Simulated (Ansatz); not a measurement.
Potential energy curve for GaH, singlet.

RKS-PBE = restricted PBE/cc-pVQZ (Ansatz, a quantum-chemistry and plane-wave program); UKS-PBE = unrestricted PBE/cc-pVQZ (Ansatz); RKS-B3LYP = restricted B3LYP/cc-pVQZ (Ansatz); FCI = full CI/cc-pVQZ, cores with 3d frozen in Ansatz.

Energies relative to the lowest point of each curve near equilibrium, in eV; the last columns give the error against full CI:

| R / Å | RKS-PBE | UKS-PBE | RKS-B3LYP | FCI | RKS-PBE − FCI | UKS-PBE − FCI | RKS-B3LYP − FCI |
|---|---|---|---|---|---|---|---|
| 1.26 | 1.575 | 1.575 | 1.551 | 1.639 | -0.064 | -0.064 | -0.088 |
| 1.32 | 1.055 | 1.055 | 1.031 | 1.094 | -0.039 | -0.039 | -0.063 |
| 1.42 | 0.480 | 0.480 | 0.460 | 0.493 | -0.013 | -0.013 | -0.033 |
| 1.51 | 0.188 | 0.188 | 0.173 | 0.189 | -0.001 | -0.001 | -0.016 |
| 1.56 | 0.092 | 0.092 | 0.082 | 0.090 | 0.002 | 0.002 | -0.009 |
| 1.64 | 0.013 | 0.013 | 0.009 | 0.011 | 0.002 | 0.002 | -0.002 |
| 1.68 | 0.000 | 0.000 | 0.000 | 0.000 | 0.000 | 0.000 | 0.000 |
| 1.72 | 0.002 | 0.002 | 0.006 | 0.005 | -0.003 | -0.003 | 0.001 |
| 1.82 | 0.056 | 0.056 | 0.070 | 0.069 | -0.013 | -0.013 | 0.000 |
| 1.84 | 0.074 | 0.074 | 0.089 | 0.089 | -0.016 | -0.016 | 0.000 |
| 1.93 | 0.173 | 0.173 | 0.198 | 0.201 | -0.028 | -0.028 | -0.003 |
| 2.10 | 0.423 | 0.423 | 0.464 | 0.475 | -0.052 | -0.052 | -0.011 |
| 2.27 | 0.711 | 0.711 | 0.768 | 0.785 | -0.074 | -0.074 | -0.018 |
| 2.52 | 1.148 | 1.148 | 1.225 | 1.244 | -0.096 | -0.096 | -0.019 |
| 2.76 | 1.545 | 1.545 | 1.641 | 1.649 | -0.104 | -0.104 | -0.008 |
| 3.01 | 1.917 | 1.917 | 2.033 | 2.013 | -0.096 | -0.096 | 0.020 |
| 3.34 | 2.332 | 2.292 | 2.476 | 2.388 | -0.057 | -0.097 | 0.087 |
| 3.65 | 2.646 | 2.508 | 2.817 | 2.633 | 0.014 | -0.125 | 0.184 |
| 4.20 | 3.053 | 2.722 | 3.270 | 2.859 | 0.194 | -0.137 | 0.412 |
| 4.56 | 3.236 | 2.799 | 3.484 | 2.919 | 0.317 | -0.121 | 0.564 |
| 4.94 | 3.379 | 2.848 | 3.655 | 2.949 | 0.430 | -0.101 | 0.707 |
| 5.86 | 3.582 | 2.873 | 3.919 | 2.968 | 0.614 | -0.095 | 0.951 |
| 6.63 | 3.666 | 2.874 | 4.041 | 2.970 | 0.696 | -0.096 | 1.071 |

RKS-PBE is furthest from FCI at 6.63 (0.696 eV, above); its mean absolute error over the points is 0.127 eV.

UKS-PBE is furthest from FCI at 4.20 (-0.137 eV, below); its mean absolute error over the points is 0.060 eV.

RKS-B3LYP is furthest from FCI at 6.63 (1.071 eV, above); its mean absolute error over the points is 0.185 eV.

The restricted form behind RKS-PBE, RKS-B3LYP keeps the bonding electrons paired and can't separate into open-shell fragments. The unrestricted determinant behind UKS-PBE is spin-contaminated at 3.34 to 6.63 Å (<S²> up to 1.0, against 0.00 for a pure singlet).
